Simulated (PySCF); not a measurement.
Vertical excitations of a molecule CH5F2NSi from PySCF with TDA-PBE/def2-SVPD, as energy in eV (oscillator strength): 5.64 (0.012), 6.31 (0.010), 6.58 (0.017), 6.85 (0.014), 7.05 (0.011), 7.22 (0.021), 7.33 (0.040), 7.61 (0.006), 7.81 (0.014), 7.84 (0.016). Lowest triplet (TDA): 5.31 eV. Geometry optimised at ωB97X-D3(BJ)/def2-SVP. Other conformers were not sampled.

Problem. Identify the compound among the candidates.
(A) NC[SiH](F)F
(B) N[SiH2]C(F)F
(C) CN[SiH](F)F
(D) N[Si@@H](F)CF

Solution. B, N[SiH2]C(F)F
